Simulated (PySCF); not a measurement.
Si(Me)(SH)3 (CH6S3Si), SMILES C[Si](S)(S)S.

Coordinates come from a r2SCAN-D4/def2-SVP optimisation. One conformer was computed; it need not be the lowest.

These are PBE/def2-TZVP in PySCF values and carry that method's errors.

Isolated molecule, no solvent.

Computed frontier levels, gap, dipole moment and polarisability:
```
Item                                                                                                             Result
---------------------------------------------------------------------------------------------  ------------------------
highest occupied level                                                                                         -6.17 eV
lowest empty level                                                                                             -1.06 eV
orbital gap                                                                                                     5.11 eV
dipole moment                                                                                                    1.59 D
quadrupole, principal values (traceless, Buckingham form, about the centre of nuclear charge)     -5.29, 0.48, 4.81 D·Å
mean static polarisability                                                                        97.5 bohr³ (14.44 Å³)
polarisability, principal values                                                               88.6, 100.3, 103.5 bohr³
```
